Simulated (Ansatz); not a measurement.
Reaction (substitution at a C–C bond): `CC(F)(F)C=O` + `O[SiH2]F` → `O=CO[SiH2]F` + `CC(F)F`

Computed with Ansatz on PBE0-D4/def2-TZVP structures; ΔE is electronic, products minus reactants. CCSD(T)/CBS adds triple-zeta CCSD(T) − MP2 to the extrapolated MP2 energy (def2 sets, frozen cores). DFT in def2-TZVPP. Each species was taken in one conformer, which may not be the lowest.

`CC(F)(F)C=O`:

Cartesian coordinates in Å:
```
C -0.831 0.840 -0.192
C -0.066 -0.276 0.438
F 0.362 0.069 1.687
F -0.851 -1.380 0.594
C 1.180 -0.746 -0.320
O 1.545 -0.267 -1.351
H -1.175 0.539 -1.181
H -1.687 1.083 0.438
H -0.190 1.714 -0.297
H 1.712 -1.577 0.184
```

`O[SiH2]F`:

```xyz
6

O     0.411   -0.991   -0.685
Si   -0.287    0.240    0.124
F     0.370    1.636   -0.284
H     1.303   -1.254   -0.454
H    -1.702    0.258   -0.289
H    -0.095    0.111    1.587
```

`O=CO[SiH2]F`:

Z-matrix (Å, degrees):
```
Si
F 1 1.586
O 1 1.674 2 109.4
H 1 1.473 2 108.5 3 -112.8
H 1 1.473 2 109.6 3 121.9
C 3 1.341 1 121.0 2 70.9
O 6 1.193 3 124.5 1 -2.6
H 6 1.099 3 110.8 1 177.4
```

`CC(F)F`:

Cartesian coordinates in Å:
```
C -0.221 -0.305 -0.689
C 0.221 0.340 0.588
F 1.195 -0.403 1.179
F -0.817 0.407 1.466
H -0.594 -1.309 -0.479
H 0.619 -0.370 -1.381
H -1.015 0.286 -1.147
H 0.611 1.355 0.463
```

```
         level  ΔE (kJ/mol)
        PBE-D4        -41.6
MP2/def2-QZVPP        -34.4
```

Question: What does CCSD(T)/CBS give? (An estimate is asked.)

Answer: Ansatz gave: -31.8 kJ/mol. The listed levels differ from it by -9.8, -2.6 kJ/mol.

Largest T1 diagnostic among the species: 0.015.

In def2-TZVPP, CCSD(T) changes the Hartree–Fock value by +10.8 kJ/mol (the triples alone add −0.2 kJ/mol) and MP2 by +9.6 kJ/mol.
